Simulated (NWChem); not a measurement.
All runs are NWChem calculations. System: Hg, charge 0, spin multiplicity 1. Level: CR-CCSD(T)/def2-QZVP with def2 effective core potentials on Hg, 4 core orbitals frozen.

The NWChem input:

```
start mol
memory heap 100 mb stack 700 mb global 1900 mb
geometry units angstroms nocenter noautoz
  Hg     0.000000     0.000000     0.000000
  symmetry group D2h
end
basis spherical
  * library def2-qzvp
end
ecp
  Hg library def2-ecp
end
scf
  rhf
  nopen 0
  maxiter 100
  thresh 1e-7
  semidirect memsize 60000000 filesize 0
end
tce
  freeze core 4
  cr-ccsd(t)
  2eorb
  2emet 13
  thresh 1e-6
  maxiter 100
  tilesize 24
end
task tce energy
```

Output (cleaned and shortened):

```
             Northwest Computational Chemistry Package (NWChem) 7.3.0
             --------------------------------------------------------

                                NWChem Input Module
                                -------------------

 Scaling coordinates for geometry "geometry" by  1.889725989
 (inverse scale =  0.529177249)

                             Geometry "geometry" -> ""
                             -------------------------

 Output coordinates in angstroms (scale by  1.889725989 to convert to a.u.)

  No.       Tag          Charge          X              Y              Z
 ---- ---------------- ---------- -------------- -------------- --------------
    1 Hg                  80.0000     0.00000000     0.00000000     0.00000000

 Effective nuclear repulsion energy (a.u.)       0.0000000000

            Nuclear Dipole moment (a.u.)
            ----------------------------
        X                 Y               Z
 ---------------- ---------------- ----------------
     0.0000000000     0.0000000000     0.0000000000

      Symmetry information
      --------------------

 Group name             D2h
 Group number             26
 Group order               8
 No. of unique centers     1

      Symmetry unique atoms

     1


 Summary of "ao basis" -> "" (spherical)
 ------------------------------------------------------------------------------
       Tag                 Description            Shells   Functions and Types
 ---------------- ------------------------------  ------  ---------------------
 *                         def2-qzvp                  on all atoms

 Summary of "ao basis" -> "ao basis" (spherical)
 ------------------------------------------------------------------------------
       Tag                 Description            Shells   Functions and Types
 ---------------- ------------------------------  ------  ---------------------
 Hg                        def2-qzvp                20       72   7s5p4d3f1g

                                 NWChem SCF Module
                                 -----------------

  ao basis        = "ao basis"
  functions       =    72
  atoms           =     1
  closed shells   =    10
  open shells     =     0
  charge          =   0.00
  wavefunction    = RHF
  use symmetry    = T
  symmetry adapt  = T

 Summary of "ao basis" -> "ao basis" (spherical)
 ------------------------------------------------------------------------------
       Tag                 Description            Shells   Functions and Types
 ---------------- ------------------------------  ------  ---------------------
 Hg                        def2-qzvp                20       72   7s5p4d3f1g

      Symmetry analysis of basis
      --------------------------

        ag         18
        au          3
        b1g         6
        b1u        11
        b2g         6
        b2u        11
        b3g         6
        b3u        11

 Forming initial guess at       0.1s

      Superposition of Atomic Density Guess
      -------------------------------------

 Sum of atomic energies:        -174.14126592

      Non-variational initial energy
      ------------------------------

 Total energy =    -152.554579
 1-e energy   =    -270.133183
 2-e energy   =     117.578603
 HOMO         =      -0.327014
 LUMO         =       0.048658

      Symmetry analysis of molecular orbitals - initial
      -------------------------------------------------

 !! scf_movecs_sym_adapt:   62 vectors were symmetry contaminated
[...]
     4     -0.299849  1 Hg s                  7      0.245772  1 Hg s

 Vector   11  Occ=0.000000D+00  E= 4.865840D-02  Symmetry=b2u
              MO Center=  4.0D-40, -3.6D-26, -1.3D-41, r^2= 9.0D+00
   Bfn.  Coefficient  Atom+Function         Bfn.  Coefficient  Atom+Function
  ----- ------------  ---------------      ----- ------------  ---------------
    21      0.932136  1 Hg py

 Vector   12  Occ=0.000000D+00  E= 4.865840D-02  Symmetry=b1u
              MO Center=  6.2D-39,  7.6D-39,  3.5D-26, r^2= 9.0D+00
   Bfn.  Coefficient  Atom+Function         Bfn.  Coefficient  Atom+Function
  ----- ------------  ---------------      ----- ------------  ---------------
    22      0.932136  1 Hg pz

 Vector   13  Occ=0.000000D+00  E= 4.865840D-02  Symmetry=b3u
              MO Center=  9.6D-24,  2.3D-33, -8.4D-33, r^2= 9.0D+00
   Bfn.  Coefficient  Atom+Function         Bfn.  Coefficient  Atom+Function
  ----- ------------  ---------------      ----- ------------  ---------------
    20      0.932136  1 Hg px

 center of mass
 --------------
 x =   0.00000000 y =   0.00000000 z =   0.00000000

 moments of inertia (a.u.)
 ------------------
           0.000000000000           0.000000000000           0.000000000000
           0.000000000000           0.000000000000           0.000000000000
           0.000000000000           0.000000000000           0.000000000000

  Mulliken analysis of the total density
  --------------------------------------

    Atom       Charge   Shell Charges
 -----------   ------   -------------------------------------------------------
    1 Hg  20    20.00   0.03 -0.53  1.56  0.94  0.55  1.03  0.42  2.38  2.95  0.66  0.01 -0.00  5.24  3.23  1.35  0.18  0.00  0.00  0.00  0.00

       Multipole analysis of the density wrt the origin
       ------------------------------------------------

     L   x y z        total         open         nuclear
     -   - - -        -----         ----         -------
     0   0 0 0      0.000000      0.000000     20.000000

     1   1 0 0      0.000000      0.000000      0.000000
     1   0 1 0      0.000000      0.000000      0.000000
     1   0 0 1      0.000000      0.000000      0.000000

     2   2 0 0    -17.998584      0.000000      0.000000
     2   1 1 0      0.000000      0.000000      0.000000
     2   1 0 1      0.000000      0.000000      0.000000
     2   0 2 0    -17.998584      0.000000      0.000000
     2   0 1 1     -0.000000      0.000000      0.000000
     2   0 0 2    -17.998584      0.000000      0.000000

                   NWChem Extensible Many-Electron Theory Module
                   ---------------------------------------------


            General Information
            -------------------
      Number of processors :     1
         Wavefunction type : Restricted Hartree-Fock
          No. of electrons :    20
           Alpha electrons :    10
            Beta electrons :    10
           No. of orbitals :   144
            Alpha orbitals :    72
             Beta orbitals :    72
        Alpha frozen cores :     4
         Beta frozen cores :     4
     Alpha frozen virtuals :     0
      Beta frozen virtuals :     0
         Spin multiplicity : singlet
    Number of AO functions :    72
       Number of AO shells :    20
        Use of symmetry is : on
      Symmetry adaption is : on
         Schwarz screening : 0.10D-09

          Correlation Information
          -----------------------
          Calculation type : Coupled-cluster singles & doubles w/ perturbation
   Perturbative correction : Completely renormalized (T)
            Max iterations :      100
        Residual threshold : 0.10D-05
     T(0) DIIS level shift : 0.00D+00
     L(0) DIIS level shift : 0.00D+00
     T(1) DIIS level shift : 0.00D+00
     L(1) DIIS level shift : 0.00D+00
     T(R) DIIS level shift : 0.00D+00
     T(I) DIIS level shift : 0.00D+00
   CC-T/L Amplitude update :  5-th order DIIS
                I/O scheme : Global Array Library
        L-threshold :  0.10D-05
        EOM-threshold :  0.10D-05
 no EOMCCSD initial starts read in
 TCE RESTART OPTIONS
 SLICE:      F
 D4D5:       F
 quantumc:   F
 qrotation:  F
 pwtce:      F
 qducc:      F
 nacto:                         0
 nrotv:                         0
 nrot:                          0

            Memory Information
            ------------------
          Available GA space size is     249031616 doubles
          Available MA space size is     104824836 doubles

 Maximum block size supplied by input
 Maximum block size        24 doubles

 tile_dim =     14

 -------------------------------------------------

 Global array virtual files algorithm will be used

 Parallel file system coherency ......... OK

 4-electron integrals stored in orbital form

 v2    file size   =           592543
 4-index algorithm nr.  13 is used
 imaxsize =       30
 imaxsize ichop =        0


CCSD iterations
 ---------------------------------------------------------
 Iter          Residuum       Correlation     Cpu    Wall
 ---------------------------------------------------------
    1   0.1816985686720  -0.4503396560232     0.3     0.3
    2   0.0358435595331  -0.3991327933359     0.4     0.4
    3   0.0083789223698  -0.4108897069598     0.3     0.3
    4   0.0030776761019  -0.4095924915230     0.3     0.3
    5   0.0011378208492  -0.4101452166616     0.3     0.3
    6   0.0002227300224  -0.4102199250410     0.4     0.4
    7   0.0000602106437  -0.4102174242542     0.5     0.5
    8   0.0000190456439  -0.4102203528783     0.5     0.5
    9   0.0000079015718  -0.4102207685554     0.5     0.5
   10   0.0000029701012  -0.4102211768820     0.5     0.5
   11   0.0000005531676  -0.4102213775248     0.5     0.5
 -----------------------------------------------------------------
 Iterations converged
 CCSD correlation energy / hartree =        -0.410221377524756
 CCSD total energy / hartree       =      -152.964800735645753

 Singles contributions

 Doubles contributions
 CR-CCSD(T)

 CR-CCSD[T]  correction energy / hartree =        -0.013863512282813
 CR-CCSD[T] correlation energy / hartree =        -0.424084889807569
 CR-CCSD[T] total energy / hartree       =      -152.978664247928577
 CR-CCSD(T)  correction energy / hartree =        -0.013543269318854
 CR-CCSD(T) correlation energy / hartree =        -0.423764646843610
 CR-CCSD(T) total energy / hartree       =      -152.978344004964612

 Task  times  cpu:       14.0s     wall:       14.0s

 Total times  cpu:       14.0s     wall:       14.0s
```
